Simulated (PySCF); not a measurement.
## Spin-rotation constants: SMILES C(C/C=N\[H])CB(F)F, C$_{4}$H$_{8}$BF$_{2}$N

Cartesian coordinates in Å; atom numbers follow the order of the lines, from 1:
```xyz
16

N     1.7394    1.3831    1.4137
C     1.6794    0.3621    0.6911
C     1.0388    0.2058   -0.6563
C     0.0691   -0.9789   -0.6822
C    -1.0946   -0.7800    0.2989
B    -2.0709    0.4151   -0.0357
F    -2.0514    1.0968   -1.1641
F    -3.0123    0.8069    0.7990
H     1.2892    2.2122    1.0247
H     2.1548   -0.5327    1.0875
H     1.8331    0.0312   -1.3880
H     0.5156    1.1245   -0.9319
H    -0.3235   -1.0962   -1.6936
H     0.6100   -1.8910   -0.4206
H    -0.6972   -0.6508    1.3097
H    -1.6872   -1.6992    0.3365
```

Method: PySCF, GIAO CAM-B3LYP/pcSseg-1 magnetisability, rotational g tensor and spin-rotation constants, non-relativistic, gas phase. Geometry: GFN2-xTB.

Problem. Give the nuclear spin-rotation constants along the inertial axes (H = +C I·J) beside the isotropic shieldings.

Solution. Rotational constants 2.9631, 1.1391, 1.0329 GHz. A star marks the isotopologue with that one atom substituted, in its own axes.
| atom | isotope | Caa (kHz) | Cbb (kHz) | Ccc (kHz) | mean (kHz) | σ (ppm) |
| --- | --- | --- | --- | --- | --- | --- |
| N1 | 14N | 0.360 | 0.269 | 0.224 | 0.284 | -108.3 |
| B6 | 11B | 0.698 | 0.295 | 0.289 | 0.427 | 69.1 |
| F7 | 19F | 4.141 | 1.635 | 1.119 | 2.298 | 243.6 |
| F8 | 19F | 2.775 | 1.064 | 2.280 | 2.040 | 234.2 |
| H9 | 1H | -0.157 | -0.062 | 0.064 | -0.051 | 20.9 |
| H10 | 1H | -0.131 | -0.088 | 0.033 | -0.062 | 24.2 |
| H11 | 1H | -0.163 | -0.046 | -0.091 | -0.100 | 29.3 |
| H12 | 1H | -0.209 | -0.104 | -0.035 | -0.116 | 30.1 |
| H13 | 1H | -0.232 | -0.038 | -0.086 | -0.118 | 30.1 |
| H14 | 1H | -0.210 | -0.093 | -0.043 | -0.116 | 30.1 |
| H15 | 1H | -0.237 | -0.059 | -0.080 | -0.125 | 30.6 |
| H16 | 1H | -0.247 | -0.097 | -0.044 | -0.130 | 30.6 |
| C2 | 13C* | 1.015 | 0.449 | 0.453 | 0.639 | 3.2 |
| C3 | 13C* | 0.556 | 0.217 | 0.193 | 0.322 | 138.0 |
| C4 | 13C* | 0.445 | 0.174 | 0.152 | 0.257 | 163.0 |
| C5 | 13C* | 0.383 | 0.154 | 0.153 | 0.230 | 171.6 |

For the geometry as given, no vibrational averaging.

Problem. How do the rotational constants and the g tensor change when H9, H10, H11, H12, H13, H14, H15, H16 are replaced by deuterium?

Solution. Constants 2.5455, 1.0630, 0.9622 GHz; g -0.0161, -0.0137, -0.0126, against -0.0184, -0.0142, -0.0139 before.
